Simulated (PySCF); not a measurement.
# Spinor energies of Sc⁺ (scandium, charge +1)

Start: [Ar] 3d2; 3d5/2 filled at m_j = +3/2, +5/2. Calculated with PySCF 2.14 in x2c-TZVPall-2c with one added diffuse shell each of s, p, d type (7s8p5d1f, 63 functions): generalised Hartree-Fock with the X2C-1e Hamiltonian and a Gaussian nucleus; one run each with spin-orbit coupling (SO) switched off, then screened by Boettger's factors. This is a chosen level, not necessarily the ground level.

```tsv
spinor shell	electrons	ε, spin-free (eV)	ε, screened SO (eV)	weight of nominal j (screened SO)	rms radius, screened SO (bohr)
1s1/2	2	-4541.8	-4541.8	1.000	0.0844
2s1/2	2	-525.68	-525.68	1.000	0.370
2p1/2	2	-428.49	-431.62	0.998	0.338
3s1/2	2	-72.414	-72.423	1.000	1.17
3p3/2	4	-45.315	-45.742	0.857	1.30
3p1/2	2	-45.315	-44.492	0.714	1.29
3d5/2	2	-12.299	-12.295	0.898	2.15
```

(1) Where does 2p3/2 lie, and what is the 2p spin-orbit splitting (screened SO)?

```csv
quantity,spin-free,screened SO
E (hartree),-763.03916,-763.04346
M_J,4,4
⟨J²⟩,20.004,20.004
⟨L²⟩,12.004,12.004
⟨S²⟩,2.001,2.001
```

Each row is a mean over spinors that exchange with the open shell spreads, by up to 5.554 eV (3p3/2).

Rows whose weight is well below 1 are mixtures of j = l ± 1/2: exchange outweighs spin-orbit coupling there, and the label is only the starting occupation.

Without spin-orbit coupling the j labels of p, d and f shells carry no meaning; the spin-free column gives the mean over the occupied spinors of each nl shell.

## Answers

(1) At -426.97 eV, 4.658 eV above 2p1/2.
